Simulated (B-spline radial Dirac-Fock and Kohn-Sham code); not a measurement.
**K-line shifts caused by a second vacancy in Mg**

System: atomic magnesium, configuration [Ne] 3s2.

The computed values come from a B-spline atomic structure program: Dirac-Fock ΔSCF + Breit + QED. Each two-hole energy is an average over J within one jj subconfiguration, not an observable level; in light atoms, where LS coupling holds, the j-resolved values are not observed lines, and for a K spectator the Kα1 hypersatellite is nearly forbidden. Correlation and solid-state effects are left out.

Lines without a spectator: Kα2 (K-L2) 1254.3 eV, Kα1 (K-L3) 1254.5 eV. Shifts in eV with one spectator hole (a dash: not computed, or left out as unreliable):

```csv
spectator hole,Kα2,Kα1
L2 (2p1/2),+6.69,+8.63
L3 (2p3/2),+8.49,+7.89
```

**Question.** Where does the K-L3 hypersatellite lie, emitted when both K electrons are missing?

**Answer.** +118.6 eV from the normal line, at 1373.1 eV. Removing both K electrons costs 2775.3 eV, which is 153.6 eV more than twice the K binding energy. In light atoms the observed hypersatellite is the ¹S₀ → ¹P₁ component, which lies below this average, and the triplet component is nearly forbidden.

With n spectator holes in 2p, averaged over the 2p shell (energies in eV):

```
n    KαLⁿ   step  hypersatellite KαʰLⁿ
0  1254.5      –                1373.0
1  1262.6   +8.2                1382.7
2  1272.3   +9.7                1393.9
3  1283.5  +11.2                1406.6
4  1296.2  +12.7                1420.6
5  1310.4  +14.2                1436.1
```
